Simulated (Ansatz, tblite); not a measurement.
Spin states of the cluster MoO₃⁻, each relaxed with r2SCAN-D4/def2-TZVPD in Ansatz. Electronic energies in the gas phase.

In the def2 sets Mo takes a core potential; there is no spin–orbit coupling. The xTB rows come from tblite. Correlated methods freeze 3 core orbitals; core or outer-core shells of Mo are correlated, in sets that lack core-valence functions. The structure comes from a short search, and lower isomers may exist.

Doublet geometry (C3v within 0.1 Å):

```xyz
4

Mo    0.1174    0.2342    0.1392
O    -1.5912    0.5567    0.1945
O     0.8301    0.3178   -1.4455
O     0.6436   -1.1087    1.1118
```

Quartet geometry:

| atom | x (Å) | y (Å) | z (Å) |
| --- | --- | --- | --- |
| Mo1 | -0.002 | -0.116 | -0.026 |
| O2 | 1.539 | -0.828 | -0.445 |
| O3 | -1.561 | -0.903 | 0.041 |
| O4 | 0.025 | 1.848 | 0.431 |

Run but left out: MP2/def2-TZVPD (doublet: ⟨S²⟩ 0.96, where a pure state has 0.75).

Only these spin states were relaxed.

```csv
level,quartet − doublet (kcal/mol),lowest of these,remarks
GFN2-xTB,86.1,doublet,–
PBE-D4/def2-TZVPD,77.2,doublet,HOMO above zero (quartet)
revPBE-D4/def2-TZVPD,75.4,doublet,HOMO above zero (quartet)
r2SCAN-D4/def2-TZVPD,72.2,doublet,HOMO above zero (quartet)
r2SCANh-D4/def2-TZVPD,68.5,doublet,HOMO above zero (quartet)
PBE0-D4/def2-TZVPD,67.5,doublet,–
r2SCAN0-D4/def2-TZVPD,62.6,doublet,–
BHLYP-D4/def2-TZVPD,53.9,doublet,–
ωB97M-V/def2-TZVPD,66.4,doublet,–
RPA@PBE/def2-TZVPD,72.1,doublet,–
CCSD/def2-TZVPD,65.2,doublet,spin-contaminated (⟨S²⟩ 0.96) (doublet)
CCSD(T)/def2-TZVPD,73.2,doublet,spin-contaminated (⟨S²⟩ 0.96) (doublet)
```

```
  state  donor atoms  mean metal–ligand distance (Å)  range (Å)  Mulliken spin on the metal (PBE0)
doublet            3                           1.740  1.74–1.74                               1.17
quartet            3                           1.838  1.75–2.02                               2.07
```

⟨S²⟩ at PBE0-D4/def2-TZVPD: doublet 0.76 (pure 0.75), quartet 3.76 (pure 3.75).

Change of the quartet − doublet gap on mixing in exact exchange, in kcal/mol: PBE to PBE0 (25 % exact exchange) -9.7; r2SCAN to r2SCANh (10 % exact exchange) -3.7; r2SCAN to r2SCAN0 (25 % exact exchange) -9.7.

The xTB methods have no term that favours high spin, so they put low spin too low.
